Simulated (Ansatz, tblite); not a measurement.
Cost and result up the ladder for Si3W⁻ (the lowest doublet isomer of a short search) (4 atoms). The state is a doublet with charge -1. Geometry: PBE0-D4/def2-SVPD.

```xyz
4

W     0.3798   -1.1548    0.0664
Si    0.4617    0.5121    1.6126
Si    0.7159    0.6701   -1.2755
Si   -1.5574   -0.0274   -0.4035
```

Ansatz on 4 threads of Arm Neoverse V2 on a shared host; xTB runs through tblite on one thread. Times are rough, summed over both states, and most runs start from the orbitals of an earlier one. RPA@PBE/def2-TZVPD serves as the yardstick here, not as an exact answer. The other state is a quartet at its own geometry, which has other bonds, so the gap mixes isomer and spin.

In the def2 sets W takes a core potential; there is no spin–orbit coupling. The xTB rows come from tblite. B3LYP takes the VWN-RPA correlation. Correlated methods freeze 15 core orbitals; core or outer-core shells of W are correlated, in sets that lack core-valence functions. HOMO above LUMO, or a gap near zero within one spin, warns that the state may not be the lowest or that an electron is smeared out. Another isomer (doublet) lies 0.05 eV lower at r2SCAN-D4/def2-TZVPD.

Run but left out: HF/def2-TZVPD, PBE-QIDH/def2-TZVPD, MP2/def2-TZVPD, CCSD/def2-TZVPD, CCSD(T)/def2-TZVPD (doublet: ⟨S²⟩ 1.01 to 2.07, where a pure state has 0.75); r2SCAN0-D4/def2-TZVPD (quartet: ⟨S²⟩ 4.10, where a pure state has 3.75).

Correlated methods converge slowly with the basis.

xTB has no spin-polarisation term.

| level | functions | wall time | quartet − doublet (eV) | difference from RPA@PBE/def2-TZVPD (eV) | remarks |
| --- | --- | --- | --- | --- | --- |
| GFN2-xTB | 36 | 0.017 s | 0.02 | -1.25 | – |
| PBE-D4/def2-TZVPD | 172 | 14 s | 1.23 | -0.04 | HOMO above zero (doublet), HOMO above zero (quartet), gap within one spin near zero (quartet) |
| RPA@PBE/def2-TZVPD | 172 | 16 s | 1.27 | 0.00 | – |
| B3LYP-D4/def2-TZVPD | 172 | 25 s | 1.26 | -0.01 | HOMO above zero (doublet), HOMO above zero (quartet) |
| PBE0-D4/def2-TZVPD | 172 | 27 s | 1.03 | -0.24 | HOMO above zero (doublet), spin-contaminated (⟨S²⟩ 3.96) (quartet) |
| BHLYP-D4/def2-TZVPD | 172 | 36 s | 0.98 | -0.29 | spin-contaminated (⟨S²⟩ 4.01) (quartet) |
| r2SCAN-D4/def2-TZVPD | 172 | 54 s | 1.02 | -0.25 | HOMO above zero (doublet), HOMO above zero (quartet), spin-contaminated (⟨S²⟩ 3.95) (quartet) |
| ωB97X-V/def2-TZVPD (with forces) | 172 | 2.3 min | 1.06 | -0.21 | spin-contaminated (⟨S²⟩ 3.90) (quartet) |
